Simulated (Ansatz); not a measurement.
Consider the cleavage of the Si–B bond: `C=C(O)B([SiH3])Cl` + `CC(O)O` → `CC(O)O[SiH3]` + `C=C(O)BCl`.

Computed with Ansatz on PBE0-D4/def2-TZVP structures; ΔE is electronic, products minus reactants. CCSD(T)/CBS is the MP2 limit (def2-TZVPP, def2-QZVPP) plus CCSD(T) − MP2 in def2-TZVPP, frozen cores. DFT in def2-TZVPP. B3LYP here is the variant with VWN-RPA as its local correlation; programs differ in this. Each species was taken in one conformer, which may not be the lowest.

```json
{"level": "r2SCAN-D4", "ΔE (kJ/mol)": "-93.3", "difference from CCSD(T)/CBS": "2.6"}
{"level": "B3LYP-D4", "ΔE (kJ/mol)": "-98.1", "difference from CCSD(T)/CBS": "-2.2"}
{"level": "ωB97M-V", "ΔE (kJ/mol)": "-98.2", "difference from CCSD(T)/CBS": "-2.3"}
{"level": "PBE0", "ΔE (kJ/mol)": "-85.1", "difference from CCSD(T)/CBS": "10.8"}
{"level": "B3LYP", "ΔE (kJ/mol)": "-100.5", "difference from CCSD(T)/CBS": "-4.6"}
{"level": "HF/def2-TZVPP", "ΔE (kJ/mol)": "-121.6", "difference from CCSD(T)/CBS": "-25.7"}
{"level": "SCS-MP2/def2-TZVPP", "ΔE (kJ/mol)": "-106.4", "difference from CCSD(T)/CBS": "-10.5"}
{"level": "CCSD/def2-TZVPP", "ΔE (kJ/mol)": "-99.4", "difference from CCSD(T)/CBS": "-3.5"}
{"level": "MP2/def2-QZVPP", "ΔE (kJ/mol)": "-103.6", "difference from CCSD(T)/CBS": "-7.7"}
{"level": "MP2/CBS(def2)", "ΔE (kJ/mol)": "-102.7", "difference from CCSD(T)/CBS": "-6.8"}
{"level": "CCSD(T)/CBS", "ΔE (kJ/mol)": "-95.9", "difference from CCSD(T)/CBS": "0"}
```

Largest T1 diagnostic among the species: 0.014.

From PBE to PBE0 (25 % exact exchange), in def2-TZVPP and without D4, ΔE moves by −6.5 kJ/mol. In def2-TZVPP, CCSD(T) changes the Hartree–Fock value by +25.6 kJ/mol (the triples alone add +3.4 kJ/mol) and MP2 by +18.8 kJ/mol.
